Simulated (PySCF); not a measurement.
**Nuclear quadrupole coupling in `C[P@](=O)(O)Cc1ccccc1`**

Species: C₈H₁₁O₂P.
Cartesian coordinates in Å at the GFN2-xTB level; atoms count from 1:
```xyz
22
C8H11O2P angstrom
C     -3.497   -0.515   -0.106
P     -1.844    0.248   -0.286
O     -1.753    1.677    0.031
O     -1.502   -0.037   -1.837
C     -0.666   -0.834    0.639
C      0.697   -0.316    0.313
C      1.422   -0.859   -0.741
C      2.657   -0.340   -1.085
C      3.178    0.735   -0.385
C      2.458    1.287    0.661
C      1.223    0.767    1.006
H     -3.762   -0.550    0.947
H     -4.211    0.113   -0.632
H     -3.504   -1.515   -0.528
H     -1.106    0.757   -2.200
H     -0.794   -1.868    0.324
H     -0.892   -0.738    1.701
H      1.015   -1.695   -1.293
H      3.212   -0.773   -1.904
H      4.141    1.142   -0.655
H      2.858    2.128    1.208
H      0.657    1.204    1.816
```

Field gradients from the PBE0/pcSseg-1 density (PySCF, non-relativistic), principal values in atomic units, ordered |Vxx| ≤ |Vyy| ≤ |Vzz|:

| atom | Vxx | Vyy | Vzz |
| --- | --- | --- | --- |
| O3 | -0.2933 | -0.4749 | 0.7681 |
| O4 | -0.1402 | -1.3650 | 1.5052 |

Find the asymmetry η = (Vxx − Vyy)/Vzz and the couplings χ = eQV/h (234.96 MHz × Q in barn × V in au), with Q(17O) = −0.0256 b.

| atom | environment | nucleus | η | χzz (MHz) | χxx (MHz) | χyy (MHz) |
| --- | --- | --- | --- | --- | --- | --- |
| O3 | phosphoryl oxygen | 17O | 0.24 | -4.620 | 1.764 | 2.856 |
| O4 | hydroxyl oxygen | 17O | 0.81 | -9.05 | 0.84 | 8.21 |

The tensor is traceless: Vxx + Vyy + Vzz = 0.

What is Vzz at O4 in SI units (1 au = 9.71736 × 10²¹ V/m²)?

1.5052 au = 14.626 × 10²¹ V/m².

What couplings would deuterons (Q(2H) = 0.00286 b) have in place of the hydrogens, at this geometry?

| atom | bonded to | bond length (Å) | Vzz (au) | η | χzz (kHz) |
| --- | --- | --- | --- | --- | --- |
| H12 | C1 | 1.086 | 0.3181 | 0.02 | 214 |
| H13 | C1 | 1.087 | 0.3162 | 0.01 | 212 |
| H14 | C1 | 1.085 | 0.3206 | 0.01 | 215 |
| H15 | O4 | 0.959 | 0.4813 | 0.10 | 323 |
| H16 | C5 | 1.089 | 0.3108 | 0.03 | 209 |
| H17 | C5 | 1.090 | 0.3091 | 0.02 | 208 |
| H18 | C7 | 1.081 | 0.3246 | 0.08 | 218 |
| H19 | C8 | 1.080 | 0.3272 | 0.06 | 220 |
| H20 | C9 | 1.080 | 0.3282 | 0.06 | 221 |
| H21 | C10 | 1.080 | 0.3276 | 0.06 | 220 |
| H22 | C11 | 1.080 | 0.3254 | 0.08 | 219 |

Isolated species at its GFN2-xTB geometry (one conformer only). GFN2-xTB bond lengths can be off by several hundredths of an ångström, more for odd bonds, and the gradients follow them. The small basis limits the accuracy of the gradients.

The run behind these numbers computed NMR shieldings as well. Cost: about 2.8 min of CPU time on one thread; the machine was shared, so the figure is rough.
